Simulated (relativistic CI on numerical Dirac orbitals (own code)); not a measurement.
**Sensitivity of the levels of Gd XLVI to α and to the nuclear radius**

These numbers are calculated, not measured: Dirac-Coulomb-Breit CI, orbitals from a KLI potential per configuration, derivatives by finite differences, unscaled Slater integrals, QED left out (own radial code, finite nucleus).

Configurations in the expansion (outside the closed core [Ne]): 3s²3p⁶3d, 3s²3p⁵3d², 3s3p⁶3d², 3s²3p⁶4s, 3s²3p⁶4p, 3p⁶3d³, 3p⁵3d⁴. Double excitations out of closed p, d and f shells are left out; levels of such configurations are missing from the list, as are those of other unlisted configurations, and high levels can miss mixing partners.

With x = (α/α₀)² − 1 an excitation energy changes as ω = ω₀ + qx; K = 2q/ω₀ is the relative enhancement. Terms are leading LS components, so labels can repeat. The field-shift factor is F = δν/δ⟨r²⟩ for the transition from the lowest level.

Lowest level 3s²3p⁶3d ²D3/2.

```tsv
Level	ω₀ (cm⁻¹)	q (cm⁻¹)	K	F (GHz/fm²)
3s²3p⁶3d ²D5/2	311981	314600	2.02	4.55
3s²3p⁵3d² ⁴D°1/2	1679689	107100	0.127	9.34
3s²3p⁵3d² ⁴D°3/2	1680223	83820	0.0998	9.24
3s²3p⁵3d² ⁴F°5/2	1727439	85170	0.0986	9.44
3s²3p⁵3d² ⁴G°7/2	1751306	74110	0.0846	9.29
3s²3p⁵3d² ⁴P°3/2	1888306	114100	0.121	9.65
3s²3p⁵3d² ⁴D°5/2	1957277	385000	0.393	13.5
3s²3p⁵3d² ⁴G°9/2	1991535	380400	0.382	13.7
3s²3p⁵3d² ⁴F°7/2	2005520	395200	0.394	13.9
3s²3p⁵3d² ⁴D°3/2	2032338	394500	0.388	13.4
3s²3p⁵3d² ⁴P°5/2	2047534	391900	0.383	13.8
3s²3p⁵3d² ²H°11/2	2061736	392100	0.38	14.2
3s²3p⁵3d² ²G°7/2	2073481	386700	0.373	13.8
```

At this charge energies of transitions that change n are usually good to better than 1 %, and those within a shell (Δn = 0) to a few per cent.
